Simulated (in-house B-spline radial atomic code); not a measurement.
The numbers below are computed, except where a source is named.
# Ghost states of the separable form: V

V, [Ar] 3d3 4s2, non-relativistic LDA (VWN5), spherical and spin-unpolarised, from a B-spline radial code for spherical atoms (atomic units; all potentials screened as in the neutral atom).

Troullier-Martins channels: 4s (ε = -0.1760, r_c = 3.234 bohr), 3d (ε = -0.2046, r_c = 3.014 bohr). In the Kleinman-Bylander form one channel serves as the local potential, and each other channel l becomes |δV u><u δV|/<u|δV|u>, with δV = V_l − V_local and u the pseudo-orbital. Its strength is E_KB = <u|δV²|u>/<u|δV|u>. By the analysis of Gonze, Stumpf and Scheffler a spurious state lies below the reference level ε if E_KB > 0 and ε is above the second level of the local potential alone, or if E_KB < 0 and ε is above its first. The table's levels are those of angular momentum l in a sphere of 9 bohr, whose wall can lift a shallow ε a little above its free-atom value.

```tsv
local	channel	<u δV u>	<u δV² u>	ε	first local level	second local level
s	d	-2.6562	11.979	-0.2046	0.0804	0.3276
d	s	0.16381	0.87696	-0.1750	-3.9323	-0.3820
```

Task: Apply the rule to each row.

Result: Local s, channel d: E_KB = -4.51, so ε = -0.2046 is set against 0.0804: no ghost. Local d, channel s: E_KB = +5.35, so ε = -0.1750 is set against -0.3820: a ghost.

Diagonalising the separable Hamiltonian gives:

```json
{"local": "s", "channel": "d", "three lowest levels": "-0.2046, 0.1053, 0.3915", "all-electron, two lowest valence levels": "-0.2046, 0.1019"}
{"local": "d", "channel": "s", "three lowest levels": "-1.0945, -0.1750, 0.1029", "all-electron, two lowest valence levels": "-0.1750, 0.1015"}
```

Task: Which choices of local channel are safe?

Result: Free of ghosts: s. With d local the s channel has a ghost 0.92 hartree below ε, since the local potential binds more than one state below ε, and a repulsive term of rank one raises each level at most to the next, so it clears only one of them. Among the safe choices the second level, which tests transfer, is off by at most 3.4 millihartree (s local).
